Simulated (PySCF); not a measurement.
Computed shifts of a molecule C2H9NSi, KT2/pcSseg-1 (PySCF), GIAO, gas phase, equivalent atoms averaged, in ppm (number of nuclei): ²⁹Si: -42.8 (1). ¹⁵N: 17.9 (1). ¹³C: 44.9 (2). ¹H: 5.01 (3), 2.88 (6). References: ²⁹Si against TMS (σ = 361.9 ppm); ¹⁵N against NH3 (σ = 266.2 ppm); ¹³C against TMS (σ = 185.1 ppm); ¹H against TMS (σ = 31.47 ppm), references at their B3LYP-D3(BJ)/def2-TZVP geometries, non-relativistic. Geometry: B3LYP-D3(BJ)/def2-SVP. One conformer was computed; it need not be the lowest.

Q: Pick the molecule that these values belong to.
A. CCN[SiH3]
B. C[C@@H](N)[SiH3]
C. CN(C)[SiH3]
D. CNC[SiH3]

A: C, CN(C)[SiH3]
